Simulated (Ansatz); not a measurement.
Computed with Ansatz on PBE0-D4/def2-TZVP structures; ΔE is electronic, products minus reactants. CBS: MP2 limit from def2 TZ/QZ plus the TZ coupled-cluster correction, frozen cores. DFT in def2-TZVPP. B3LYP here is the variant with VWN-RPA as its local correlation; programs differ in this. For Ge outer-core shells are correlated without core-valence functions, which leaves a few kJ/mol of doubt a bond. Scalar relativity is left out up to krypton. One conformer a species, not always the lowest.

Reaction (redistribution): `O[SiH2][O][GeH2][OH]` + `FC([SiH3])Cl` → `O[SiH2]C(F)Cl` + `[OH][GeH2][O][SiH3]`

Problem. Is it downhill or uphill in electronic energy at CCSD(T)/CBS, and by how much? (Best estimate.)

Solution. Ansatz gave: Uphill: ΔE = +16.4 kJ/mol.

Problem. What do these levels give: B3LYP-D4, ωB97X-V, ωB97M-V, PBE, SCS-MP2/def2-TZVPP, CCSD/CBS(def2)? (Estimate.)

Solution. Computed: B3LYP-D4 15.1, ωB97X-V 15.5, ωB97M-V 15.8, PBE 17.3, SCS-MP2/def2-TZVPP 15.4, CCSD/CBS(def2) 16.3 kJ/mol.

Largest T1 diagnostic among the species: 0.012.
